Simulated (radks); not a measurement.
Results of a calculation; reference values are marked as such.
Problem. Coherent X-ray form factor from a spherical all-electron density. Code: a radial shooting solver on a logarithmic mesh with Libxc functionals. Model: Dirac Kohn-Sham, PBE, spin-unpolarised, spherical densities, finite nucleus; Fermi nuclear charge, rms radius of each element as measured or else 0.836 A^(1/3) + 0.57 fm.

sin(theta)/lambda (1/angstrom)  f0 (electrons)
0.05                                    48.320
0.1                                     46.477
0.15                                    43.916
0.2                                     41.076
0.25                                    38.242
0.3                                     35.546
0.4                                     30.736
0.5                                     26.772
0.6                                     23.652
0.8                                     19.431
1                                       16.687
1.25                                    13.873
1.5                                     11.336
2                                        7.651

The species is in the configuration that NIST lists as its ground one. Which atom or ion scatters so?

Solution. The antimony ion Sb2+, [Kr] 4d10 5s2 5p1. Extrapolating in s^2 from the first two rows gives f0(0) = 48.9, near the electron count 49; among species with that count, the fall with angle is slower the higher Z, and the table is that of Z = 51; from so few rows the species is fixed only to a neighbour or two.
